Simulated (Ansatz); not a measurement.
F (SMILES [F-]), charge -1, singlet (a gas-phase anion, which may not be bound at this level); Ansatz (a first-principles code) with B3LYP5/def2-SVP.

Input for Ansatz:
Ansatz 0.2 input:
```yaml
crystal:
  periodic: [false, false, false]
  atoms:
    - {symbol: F, position_ang: [0.00000000, 0.00000000, 0.00000000]}
basis:
  gaussian:
    orbitals: def2-SVP
hamiltonian:
  xc: b3lyp5
total_charge: -1
```

**Question.** What does Ansatz print? Leave out banner, timings and long lists.

**Answer.** 
```
Functional definition: B3LYP5
71 factors; integrals over basis functions are off by at most 8.0e-5 eV
mean field evaluation 1: about -2708.6214 eV, gradient 4.7e1 eV
mean field evaluation 2: about -2707.7523 eV, gradient 5.3e1 eV
mean field evaluation 4: about -2711.6466 eV, gradient 4.5e-1 eV
mean field evaluation 8: about -2711.6440 eV, gradient 2.4e-3 eV
mean field -2711.64402246 eV, -99.6510798069 hartree, gradient 7.6e-6 eV, S^2 0.000000; 0 other end points of the search recorded, 0 dependent functions left out
reference -2711.64406667 eV, -99.6510814318 hartree; 5, 5 occupied and 9, 9 virtual orbitals, 71 factors
Total energy: -2711.64406667 eV, -99.6510814318 hartree
```
